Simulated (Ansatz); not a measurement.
One geometry of Sn₁₂O₂₀H₁₈²⁺ (started as a model of: [(RSn)12O14(OH)6]2+, R = H), several levels of theory.

```yaml
crystal:
  periodic: [false, false, false]
  atoms:
    - {symbol: Sn, position_ang: [0.178868, 1.867830, 2.915060]}
    - {symbol: Sn, position_ang: [1.869203, 2.913950, 0.179293]}
    - {symbol: Sn, position_ang: [2.914382, 0.177418, 1.868894]}
    - {symbol: Sn, position_ang: [0.231574, 1.962746, -2.565931]}
    - {symbol: Sn, position_ang: [1.961941, -2.566884, 0.230588]}
    - {symbol: Sn, position_ang: [-2.566483, 0.231375, 1.962359]}
    - {symbol: Sn, position_ang: [-0.231577, -1.962770, 2.566016]}
    - {symbol: Sn, position_ang: [-1.961981, 2.566900, -0.230549]}
    - {symbol: Sn, position_ang: [2.566499, -0.231397, -1.962346]}
    - {symbol: Sn, position_ang: [-0.178893, -1.867855, -2.914934]}
    - {symbol: Sn, position_ang: [-1.869203, -2.913992, -0.179206]}
    - {symbol: Sn, position_ang: [-2.914392, -0.177469, -1.868823]}
    - {symbol: O, position_ang: [1.196387, 1.195597, 1.196620]}
    - {symbol: O, position_ang: [-0.768199, -0.031899, 3.037296]}
    - {symbol: O, position_ang: [-1.575273, 2.081402, 1.732329]}
    - {symbol: O, position_ang: [-0.030844, 3.037101, -0.767290]}
    - {symbol: O, position_ang: [2.081849, 1.731723, -1.575254]}
    - {symbol: O, position_ang: [1.731671, -1.576686, 2.081299]}
    - {symbol: O, position_ang: [3.036960, -0.768651, -0.031485]}
    - {symbol: O, position_ang: [-1.731707, 1.576659, -2.081286]}
    - {symbol: O, position_ang: [0.768157, 0.031871, -3.037276]}
    - {symbol: O, position_ang: [0.030820, -3.037094, 0.767353]}
    - {symbol: O, position_ang: [1.575280, -2.081352, -1.732288]}
    - {symbol: O, position_ang: [-2.081833, -1.731725, 1.575287]}
    - {symbol: O, position_ang: [-3.036906, 0.768672, 0.031508]}
    - {symbol: O, position_ang: [-1.196406, -1.195621, -1.196564]}
    - {symbol: O, position_ang: [1.019975, 3.612165, 2.011624]}
    - {symbol: O, position_ang: [2.010664, 1.017630, 3.613420]}
    - {symbol: O, position_ang: [3.613162, 2.009815, 1.020168]}
    - {symbol: O, position_ang: [-1.019684, -3.612195, -2.011310]}
    - {symbol: O, position_ang: [-2.010801, -1.017910, -3.613306]}
    - {symbol: O, position_ang: [-3.613171, -2.009672, -1.019745]}
    - {symbol: H, position_ang: [0.988019, 4.523120, 2.340186]}
    - {symbol: H, position_ang: [2.338609, 0.984442, 4.524552]}
    - {symbol: H, position_ang: [4.524669, 2.336524, 0.985395]}
    - {symbol: H, position_ang: [-0.986971, -4.523248, -2.339492]}
    - {symbol: H, position_ang: [-2.337861, -0.983070, -4.524688]}
    - {symbol: H, position_ang: [-4.524631, -2.336547, -0.985444]}
    - {symbol: H, position_ang: [-0.333545, 2.573665, 4.374661]}
    - {symbol: H, position_ang: [2.575166, 4.373630, -0.332692]}
    - {symbol: H, position_ang: [4.374077, -0.335012, 2.574529]}
    - {symbol: H, position_ang: [0.344797, 2.979997, -3.913587]}
    - {symbol: H, position_ang: [2.978541, -3.915076, 0.343246]}
    - {symbol: H, position_ang: [-3.914476, 0.344344, 2.979201]}
    - {symbol: H, position_ang: [-0.344929, -2.980162, 3.913534]}
    - {symbol: H, position_ang: [-2.978679, 3.914978, -0.343378]}
    - {symbol: H, position_ang: [3.914376, -0.344331, -2.979323]}
    - {symbol: H, position_ang: [0.332511, -2.573555, -4.374926]}
    - {symbol: H, position_ang: [-2.575741, -4.373738, 0.331761]}
    - {symbol: H, position_ang: [-4.373991, 0.334335, -2.575044]}
basis:
  gaussian: {orbitals: def2-SVP, fitting: {mean_field: def2-universal-jkfit}, initial_orbitals: start.molden}
total_charge: 2
hamiltonian: {xc: {name: B3LYP}, dispersion: d4}
scf: {omitted_lower_state_checks: [starts]}
output: {forces: true, orbitals: {seedname: orbitals}}
```

The file start.molden holds the orbitals of an earlier run on this structure, at another level or in another basis.

```sh
$ ansatz run in.yaml --threads 4 --pin off --events-out ev --progress --plain --max-ram 46080MiB --backend cuda --devices 0, --max-vram 37GiB
```

It prints (some lines left out):

```
Functional definition: B3LYP
4480 factors; integrals over basis functions are off by at most 2.8e-1 eV
mean field evaluation 1: about -111207.6588 eV, gradient 1.2e1 eV
mean field evaluation 2: about -111207.9157 eV, gradient 2.2e-1 eV
mean field evaluation 4: about -111207.9073 eV, gradient 2.6e-4 eV
mean field -111207.90727712 eV, -4086.8152130072 hartree, gradient 1.0e-5 eV, S^2 0.000000; 0 other end points of the search recorded, 0 dependent functions left out
reference -111207.90790912 eV, -4086.8152362329 hartree; 220, 220 occupied and 462, 462 virtual orbitals, 4480 factors
Total energy: -111214.54139604 eV, -4087.0590123810 hartree
Atom 0 at     0.178868     1.867830     2.915060 Å, force    -0.038525     0.040295     0.084725 eV/Å
Atom 1 at     1.869203     2.913950     0.179293 Å, force     0.037416     0.085789    -0.038045 eV/Å
Atom 2 at     2.914382     0.177418     1.868894 Å, force     0.086976    -0.037560     0.037495 eV/Å
Atom 3 at     0.231574     1.962746    -2.565931 Å, force    -0.036623     0.049805    -0.175150 eV/Å
Atom 4 at     1.961941    -2.566884     0.230588 Å, force     0.047337    -0.176317    -0.035260 eV/Å
Atom 5 at    -2.566483     0.231375     1.962359 Å, force    -0.174751    -0.038337     0.049762 eV/Å
Atom 6 at    -0.231577    -1.962770     2.566016 Å, force     0.036089    -0.049796     0.174816 eV/Å
Atom 7 at    -1.961981     2.566900    -0.230549 Å, force    -0.046880     0.176097     0.034852 eV/Å
Atom 8 at     2.566499    -0.231397    -1.962346 Å, force     0.174094     0.039085    -0.050065 eV/Å
Atom 9 at    -0.178893    -1.867855    -2.914934 Å, force     0.037643    -0.039921    -0.085827 eV/Å
Atom 10 at    -1.869203    -2.913992    -0.179206 Å, force    -0.038044    -0.085440     0.037951 eV/Å
Atom 11 at    -2.914392    -0.177469    -1.868823 Å, force    -0.086760     0.037224    -0.038199 eV/Å
Atom 12 at     1.196387     1.195597     1.196620 Å, force    -0.034950    -0.035526    -0.033662 eV/Å
Atom 13 at    -0.768199    -0.031899     3.037296 Å, force    -0.002170    -0.033707     0.008214 eV/Å
Atom 14 at    -1.575273     2.081402     1.732329 Å, force    -0.020717     0.015848    -0.021297 eV/Å
Atom 15 at    -0.030844     3.037101    -0.767290 Å, force    -0.033581     0.008327    -0.001427 eV/Å
Atom 16 at     2.081849     1.731723    -1.575254 Å, force     0.016712    -0.023151    -0.020626 eV/Å
Atom 17 at     1.731671    -1.576686     2.081299 Å, force    -0.021940    -0.020671     0.015937 eV/Å
Atom 18 at     3.036960    -0.768651    -0.031485 Å, force     0.008726    -0.001750    -0.032395 eV/Å
Atom 19 at    -1.731707     1.576659    -2.081286 Å, force     0.022050     0.020979    -0.015760 eV/Å
Atom 20 at     0.768157     0.031871    -3.037276 Å, force     0.002872     0.033863    -0.007908 eV/Å
Atom 21 at     0.030820    -3.037094     0.767353 Å, force     0.033294    -0.008789     0.001809 eV/Å
Atom 22 at     1.575280    -2.081352    -1.732288 Å, force     0.020748    -0.016388     0.020973 eV/Å
Atom 23 at    -2.081833    -1.731725     1.575287 Å, force    -0.016408     0.022278     0.020938 eV/Å
Atom 24 at    -3.036906     0.768672     0.031508 Å, force    -0.009251     0.001522     0.032183 eV/Å
Atom 25 at    -1.196406    -1.195621    -1.196564 Å, force     0.034930     0.035280     0.034182 eV/Å
Atom 26 at     1.019975     3.612165     2.011624 Å, force     0.006533     0.150409     0.061979 eV/Å
Atom 27 at     2.010664     1.017630     3.613420 Å, force     0.061567     0.006876     0.151065 eV/Å
Atom 28 at     3.613162     2.009815     1.020168 Å, force     0.150713     0.061381     0.005968 eV/Å
Atom 29 at    -1.019684    -3.612195    -2.011310 Å, force    -0.005956    -0.150409    -0.062727 eV/Å
Atom 30 at    -2.010801    -1.017910    -3.613306 Å, force    -0.061469    -0.006169    -0.150267 eV/Å
Atom 31 at    -3.613171    -2.009672    -1.019745 Å, force    -0.151074    -0.060691    -0.006555 eV/Å
Atom 32 at     0.988019     4.523120     2.340186 Å, force     0.002573    -0.029725    -0.009744 eV/Å
Atom 33 at     2.338609     0.984442     4.524552 Å, force    -0.009554     0.002831    -0.029716 eV/Å
Atom 34 at     4.524669     2.336524     0.985395 Å, force    -0.029164    -0.009253     0.003228 eV/Å
Atom 35 at    -0.986971    -4.523248    -2.339492 Å, force    -0.002963     0.029233     0.009430 eV/Å
Atom 36 at    -2.337861    -0.983070    -4.524688 Å, force     0.009337    -0.003342     0.029543 eV/Å
Atom 37 at    -4.524631    -2.336547    -0.985444 Å, force     0.029098     0.008971    -0.003172 eV/Å
Atom 38 at    -0.333545     2.573665     4.374661 Å, force    -0.013629     0.014943     0.033197 eV/Å
Atom 39 at     2.575166     4.373630    -0.332692 Å, force     0.015324     0.033074    -0.014226 eV/Å
Atom 40 at     4.374077    -0.335012     2.574529 Å, force     0.032887    -0.014251     0.015048 eV/Å
Atom 41 at     0.344797     2.979997    -3.913587 Å, force     0.003249     0.026247    -0.033946 eV/Å
Atom 42 at     2.978541    -3.915076     0.343246 Å, force     0.026254    -0.033886     0.003120 eV/Å
Atom 43 at    -3.914476     0.344344     2.979201 Å, force    -0.033840     0.003277     0.026170 eV/Å
Atom 44 at    -0.344929    -2.980162     3.913534 Å, force    -0.003120    -0.026226     0.034233 eV/Å
Atom 45 at    -2.978679     3.914978    -0.343378 Å, force    -0.026344     0.034205    -0.003004 eV/Å
Atom 46 at     3.914376    -0.344331    -2.979323 Å, force     0.034111    -0.003329    -0.026160 eV/Å
Atom 47 at     0.332511    -2.573555    -4.374926 Å, force     0.015162    -0.015312    -0.032912 eV/Å
Atom 48 at    -2.575741    -4.373738     0.331761 Å, force    -0.014612    -0.033136     0.015611 eV/Å
Atom 49 at    -4.373991     0.334335    -2.575044 Å, force    -0.033372     0.015241    -0.014378 eV/Å
Dipole moment:     0.000912     0.000514     0.000659 e Å
Checks for a lower state left out: starts
```

It took 12 s on 4 threads of AMD EPYC 7R13 on a shared host and a share (37 GiB) of an NVIDIA H100 80GB HBM3, peak host memory 3.6 GiB.

First input, but with `gaussian: {orbitals: def2-SVP, initial_orbitals: start.molden}`, `hamiltonian: {xc: pbe}`, `correlation: {method: rpa}` and without the key `output` (abridged; 18 s):

```
Functional definition: PBE
mean field -111143.45281277 eV, -4084.4465551313 hartree, gradient 7.1e-6 eV, S^2 0.000000
68 core orbitals not correlated: weight in the atoms' cores, before any rotation towards them, 1.000 or more for the frozen orbitals, at most 0.000 for the correlated occupied ones
Total energy: -110866.88879264 eV, -4074.2830148532 hartree
Checks for a lower state left out: starts
```

As the first input, with `hamiltonian: {xc: pbe, dispersion: d4}` (abridged; 7.5 s):

```
Functional definition: PBE
mean field -111143.46591162 eV, -4084.4470365049 hartree, gradient 8.0e-5 eV, S^2 0.000000
Total energy: -111147.58375671 eV, -4084.5983645211 hartree
Atom 0 force     0.044507     0.123204     0.168789 eV/Å
Atom 1 force     0.121180     0.169524     0.045179 eV/Å
Atom 2 force     0.170472     0.044976     0.121157 eV/Å
Atom 3 force    -0.010297     0.091193    -0.173369 eV/Å
Atom 4 force     0.089444    -0.174397    -0.008911 eV/Å
Atom 5 force    -0.173012    -0.011565     0.091520 eV/Å
Atom 6 force     0.009781    -0.091231     0.173085 eV/Å
Atom 7 force    -0.088988     0.174208     0.008453 eV/Å
Atom 8 force     0.172364     0.012324    -0.091833 eV/Å
Atom 9 force    -0.045162    -0.122736    -0.169838 eV/Å
Atom 10 force    -0.121700    -0.169207    -0.045178 eV/Å
Atom 11 force    -0.170209    -0.045131    -0.121862 eV/Å
Atom 12 force    -0.220724    -0.220623    -0.220135 eV/Å
Atom 13 force    -0.004347     0.018682     0.318964 eV/Å
Atom 14 force    -0.092190     0.249865     0.177232 eV/Å
Atom 15 force     0.018775     0.319086    -0.003643 eV/Å
Atom 16 force     0.250693     0.175384    -0.092445 eV/Å
Atom 17 force     0.176585    -0.092405     0.249925 eV/Å
Atom 18 force     0.319425    -0.004016     0.019945 eV/Å
Atom 19 force    -0.176471     0.092752    -0.249716 eV/Å
Atom 20 force     0.005057    -0.018514    -0.318672 eV/Å
Atom 21 force    -0.018987    -0.319481     0.004044 eV/Å
Atom 22 force     0.092238    -0.250396    -0.177486 eV/Å
Atom 23 force    -0.250393    -0.176162     0.092751 eV/Å
Atom 24 force    -0.319912     0.003757    -0.020101 eV/Å
Atom 25 force     0.220611     0.220309     0.220661 eV/Å
Atom 26 force     0.005537    -0.007346     0.001090 eV/Å
Atom 27 force     0.000855     0.006199    -0.006762 eV/Å
Atom 28 force    -0.007277     0.001306     0.006654 eV/Å
Atom 29 force    -0.005320     0.007398    -0.001967 eV/Å
Atom 30 force    -0.001254    -0.006519     0.007700 eV/Å
Atom 31 force     0.006913    -0.000516    -0.006869 eV/Å
Atom 32 force    -0.014329     0.348838     0.124549 eV/Å
Atom 33 force     0.124494    -0.014599     0.348956 eV/Å
Atom 34 force     0.349676     0.124198    -0.015032 eV/Å
Atom 35 force     0.014301    -0.349381    -0.124699 eV/Å
Atom 36 force    -0.124293     0.014891    -0.349261 eV/Å
Atom 37 force    -0.349720    -0.124548     0.014848 eV/Å
Atom 38 force    -0.077303     0.087664     0.190275 eV/Å
Atom 39 force     0.088015     0.190173    -0.077830 eV/Å
Atom 40 force     0.189988    -0.077870     0.087763 eV/Å
Atom 41 force     0.012457     0.131702    -0.180256 eV/Å
Atom 42 force     0.131655    -0.180251     0.012314 eV/Å
Atom 43 force    -0.180172     0.012472     0.131616 eV/Å
Atom 44 force    -0.012350    -0.131705     0.180523 eV/Å
Atom 45 force    -0.131761     0.180550    -0.012219 eV/Å
Atom 46 force     0.180426    -0.012519    -0.131625 eV/Å
Atom 47 force     0.078610    -0.088015    -0.190074 eV/Å
Atom 48 force    -0.087428    -0.190243     0.079000 eV/Å
Atom 49 force    -0.190461     0.078719    -0.087210 eV/Å
Dipole moment:     0.000857     0.000486     0.000621 e Å
Checks for a lower state left out: starts
```

First input, but with `hamiltonian: {xc: pbe0, dispersion: d4}`, `output: {orbitals: {seedname: orbitals}}` (abridged; 6.5 s):

```
Functional definition: PBE0
mean field -111145.70878650 eV, -4084.5294606365 hartree, gradient 9.8e-6 eV, S^2 0.000000
Total energy: -111149.42975930 eV, -4084.6662038649 hartree
Checks for a lower state left out: starts
```

As the first input, with `gaussian: {orbitals: def2-mTZVP, fitting: {mean_field: def2-universal-jkfit}, initial_orbitals: start.molden}`, `hamiltonian: {xc: r2scan, dispersion: d4}`, `output: {orbitals: {seedname: orbitals}}` (abridged; 11 s):

```
Functional definition: r2SCAN
mean field -111246.36854676 eV, -4088.2286385964 hartree, gradient 1.7e-5 eV, S^2 0.000000
Total energy: -111247.56043942 eV, -4088.2724398439 hartree
Checks for a lower state left out: starts
```

Geometry: r2SCAN-D4/def2-SVP.

In the def2 sets Sn takes a core potential; there is no spin–orbit coupling. B3LYP takes the VWN-RPA correlation. Correlated methods freeze 68 core orbitals; core or outer-core shells of Sn are correlated, in sets that lack core-valence functions. Single mean-field runs in def2-SVP, def2-mTZVP are fitted with def2-universal-jkfit.
